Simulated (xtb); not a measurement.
C₂H₁₂Si₄, SMILES [SiH3][SiH]1C[SiH2][SiH2]C1. All values are semi-empirical tight-binding results from xtb (GFN2-xTB unless named), good for trends rather than for accurate numbers. Coordinates come from a GFN2-xTB optimisation. The structure was generated by enumeration, and PubChem lists no compound with its InChIKey, so it may never have been made. The values are those of a single conformer.

Optimised geometry:

Bond lengths (Å): Si1–Si2 2.312, Si1–H7 1.466, Si1–H8 1.466, Si1–H9 1.468, Si2–C3 1.916, Si2–C6 1.916, Si2–H10 1.480, C3–Si4 1.916, C3–H11 1.091, C3–H12 1.089, Si4–Si5 2.313, Si4–H13 1.470, Si4–H14 1.471, Si5–C6 1.916, Si5–H15 1.470, Si5–H16 1.471, C6–H17 1.089, C6–H18 1.091. Bond angles (°): Si2–Si1–H7 112.6, Si2–Si1–H8 112.6, Si2–Si1–H9 112.8, H7–Si1–H8 106.3, H7–Si1–H9 106.0, H8–Si1–H9 106.0, Si1–Si2–C3 113.2, Si1–Si2–C6 113.1, Si1–Si2–H10 113.2, C3–Si2–C6 103.4, C3–Si2–H10 106.6, C6–Si2–H10 106.6, Si2–C3–Si4 111.5, Si2–C3–H11 108.9, Si2–C3–H12 110.5, Si4–C3–H11 108.9, Si4–C3–H12 111.3, H11–C3–H12 105.6, C3–Si4–Si5 100.5, C3–Si4–H13 108.7, C3–Si4–H14 109.3, Si5–Si4–H13 114.9, Si5–Si4–H14 117.4, H13–Si4–H14 105.6, Si4–Si5–C6 100.4, Si4–Si5–H15 114.9, Si4–Si5–H16 117.5, C6–Si5–H15 108.7, C6–Si5–H16 109.3, H15–Si5–H16 105.6, Si2–C6–Si5 111.5, Si2–C6–H17 110.5, Si2–C6–H18 108.8, Si5–C6–H17 111.3, Si5–C6–H18 108.9, H17–C6–H18 105.6.
Charge 0, spin multiplicity 1.

Computed properties:
```json
{
 "point_group_as_xtb_finds_it": "Cs",
 "orbital_gap": "4.07 eV",
 "dipole_moment": "0.14 D",
 "zero_point_energy": "74.2 kcal/mol",
 "G − E(el) at 298.15 K (modified RRHO)": "51.0 kcal/mol",
 "static polarisability (D4 model)": "134.1 bohr³",
 "solvation energy, GFN2-xTB/ALPB(water)": "-0.4 kcal/mol",
 "solvation energy, GFN2-xTB/ALPB(dmso)": "-6.0 kcal/mol"
}
```

Give the atomic charges and the Wiberg bond orders between heavy atoms. (Estimate from the structure and the level; the computed values follow.)

charges (e) Si1 0.36, Si2 0.38, C3 -0.26, Si4 0.37, Si5 0.37, C6 -0.26, H7 -0.13, H8 -0.13, H9 -0.12, H10 -0.12, H11 0.00, H12 0.00, H13 -0.12, H14 -0.12, H15 -0.12, H16 -0.12, H17 0.00, H18 0.00. Bond orders Si1–Si2 0.83, Si2–C3 0.90, C3–Si4 0.91, Si4–Si5 0.84, Si2–C6 0.90, Si5–C6 0.91.
